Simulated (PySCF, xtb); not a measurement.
CH5NOSi, neutral, multiplicity 1. Atoms are numbered in the order given.

```xyz
9

Si     0.7073    -0.8246     0.0000
O      0.6347     0.8541     0.0000
C     -0.4662     1.7274     0.0000
H     -1.1031     1.5894    -0.8944
H     -0.1042     2.7679     0.0000
H     -1.1031     1.5894     0.8944
N     -0.9757    -1.2487     0.0000
H     -1.7861    -0.6329     0.0000
H     -1.2570    -2.2258     0.0000
```

Coordinates come from a B3LYP-D3(BJ)/def2-SVP optimisation. One conformer was computed; it need not be the lowest.

These are IEF-PCM-PBE0/def2-SVP (PySCF 2.14.0) values and carry that method's errors.

The values are the electrostatic part of the solvation free energy, E(continuum) − E(gas) at the gas-phase geometry, in a cavity of scaled van der Waals radii (PySCF's table); cavitation and dispersion terms are not included. In vacuum the orbital gap is 6.17 eV. The dipole moment in vacuum is 3.10 D.

### Question
Estimate the values in water (ε = 78.36), 2-propanol (ε = 19.26), chlorobenzene (ε = 5.70). (Estimate from the structure and the level; the computed values follow.)

### Answer

```tsv
solvent	ε	ΔG(elec) (kcal/mol)	dipole (D)	gap (eV)
water	78.36	-5.1	4.07	6.24
2-propanol	19.26	-4.7	4.00	6.24
chlorobenzene	5.70	-3.8	3.81	6.22
```

For comparison, GFN2-xTB/ALPB(water) (xtb, at the GFN2-xTB geometry, all terms of that model) gives -0.1 kcal/mol.
